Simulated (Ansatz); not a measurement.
`NC[SiH2]Cl` + `[AlH2][SiH2]C[SiH3]` → `NC[SiH2][AlH2]` + `[SiH3]C[SiH2]Cl`  (redistribution)

Gas-phase electronic energies from Ansatz, PBE0-D4/def2-TZVP geometries. CCSD(T)/CBS is the MP2 limit (def2-TZVPP, def2-QZVPP) plus CCSD(T) − MP2 in def2-TZVPP, frozen cores. DFT in def2-TZVPP. Each species was taken in one conformer, which may not be the lowest.

`NC[SiH2]Cl`:

Z-matrix (Å, degrees):
```
C
Si 1 1.871
N 1 1.455 2 110.5
H 1 1.098 2 105.9 3 -118.1
H 1 1.102 2 109.0 3 127.8
Cl 2 2.066 1 108.2 3 -57.9
H 2 1.481 1 112.0 3 60.2
H 2 1.484 1 110.8 3 -175.6
H 3 1.012 1 111.3 2 180.0
H 3 1.012 1 110.8 2 60.6
```

`[AlH2][SiH2]C[SiH3]`:

```xyz
13

Al   -0.919    0.154   -1.782
Si    0.270    1.510   -0.101
C     0.191    0.287    1.363
Si    0.415   -1.377    0.580
H    -0.231   -0.399   -3.104
H    -2.491   -0.011   -1.575
H     1.710    1.769   -0.393
H    -0.337    2.815    0.292
H    -0.808    0.337    1.808
H     0.926    0.484    2.147
H     1.761   -1.549   -0.019
H     0.060   -2.569    1.393
H    -0.549   -1.451   -0.608
```

`NC[SiH2][AlH2]`:

Cartesian coordinates in Å:
```
N 0.883 0.611 -2.028
C 0.727 -0.198 -0.827
Si -0.725 0.403 0.229
Al -1.019 -0.871 2.310
H 1.688 0.318 -2.567
H 1.019 1.586 -1.792
H 0.504 -1.230 -1.123
H 1.623 -0.254 -0.187
H -1.978 0.377 -0.582
H -0.481 1.843 0.563
H -2.195 -0.510 3.317
H -0.046 -2.074 2.688
```

`[SiH3]C[SiH2]Cl`:

Cartesian coordinates in Å:
```
Si 0.246 1.187 -1.110
C -0.217 -0.518 -0.477
Si -0.071 -0.718 1.362
Cl -0.601 -2.632 1.917
H 0.097 1.251 -2.587
H -0.632 2.218 -0.496
H 1.657 1.498 -0.758
H -1.249 -0.737 -0.773
H 0.424 -1.261 -0.963
H 1.325 -0.501 1.812
H -0.979 0.213 2.073
```

CCSD(T)/CBS gives +12.3 kJ/mol.

**Question.** Another level gave +16.1 kJ/mol. Which?
A. r2SCAN/def2-TZVPP
B. MP2/def2-TZVPP
C. HF/def2-TZVPP
D. B2PLYP/def2-TZVPP

**Answer.** A. r2SCAN 16.1, B2PLYP 6.0, MP2/def2-TZVPP 12.0, HF/def2-TZVPP -9.5 kJ/mol.

Largest T1 diagnostic among the species: 0.012.

In def2-TZVPP, CCSD(T) changes the Hartree–Fock value by +20.4 kJ/mol (the triples alone add +3.3 kJ/mol) and MP2 by +21.5 kJ/mol. The D4 term adds +8.3 kJ/mol with B3LYP and +4.2 kJ/mol with PBE0; it sums over pairs of atoms, weighted by their polarisabilities, and B3LYP, whose exchange is more repulsive, gets the larger term.

B3LYP here is the variant with VWN-RPA as its local correlation; programs differ in this.
